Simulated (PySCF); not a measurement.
Isomers of C5H11PSi. The calculation used PySCF, TDDFT wB97X-D/def2-SVPD, vertical, gas phase, core orbitals frozen in the response. Geometries: GFN2-xTB; one conformer of each isolated species. Triplets are in the Tamm–Dancoff approximation.

A. `C1CC1/P=C(/[SiH3])C`
B. `CC(C)P1C=C1[SiH3]`
C. `CCC#C[Si@H](C)P`

Lowest singlet levels (six at most, fewer where fewer were computed) with oscillator strengths:

1. 4.65 eV (f 0.013); 5.01 eV (f 0.001); 5.38 eV (f 0.013); 6.45 eV (f 0.006); 6.48 eV (f 0.017); 6.83 eV (f 0.052); T1 3.72 eV
2. 5.98 eV (f 0.001); 6.16 eV (f 0.064); 6.19 eV (f 0.006); 6.57 eV (f 0.010); 6.84 eV (f 0.010); 7.09 eV (f 0.486); T1 5.04 eV
3. 4.38 eV (f 0.016); 5.01 eV (f 0.278); 5.24 eV (f 0.007); 6.67 eV (f 0.008); 6.73 eV (f 0.013); 6.81 eV (f 0.007); T1 2.68 eV

Question: Match each spectrum to its molecule.

Answer: 1 = B, 2 = C, 3 = A.
- A: S1 at 4.38 eV, HOMO-1→LUMO (81%), HOMO→LUMO (17%); Löwdin shares by element: HOMO carbon 40% or more, phosphorus 33%, silicon 6% (atoms not listed hold the other 21%); LUMO carbon 42% or more, phosphorus 40% (atoms not listed hold the other 18%); HOMO -8.67 and LUMO 0.06 eV.
- B: S1 at 4.65 eV, HOMO→LUMO (94%); Löwdin shares by element: HOMO phosphorus 45%, carbon 43% or more; LUMO carbon 64% or more, silicon 12%, hydrogen 6% or more (atoms not listed hold the other 18%); HOMO -8.22 and LUMO 0.95 eV.
- C: S1 at 5.98 eV, HOMO-1→LUMO (32%), HOMO→LUMO+1 (18%); Löwdin shares by element: HOMO phosphorus 47%, carbon 30% or more, silicon 8% (atoms not listed hold the other 16%); LUMO carbon 30% or more, silicon 18%, phosphorus 17% (atoms not listed hold the other 34%); HOMO -8.81 and LUMO 1.64 eV.
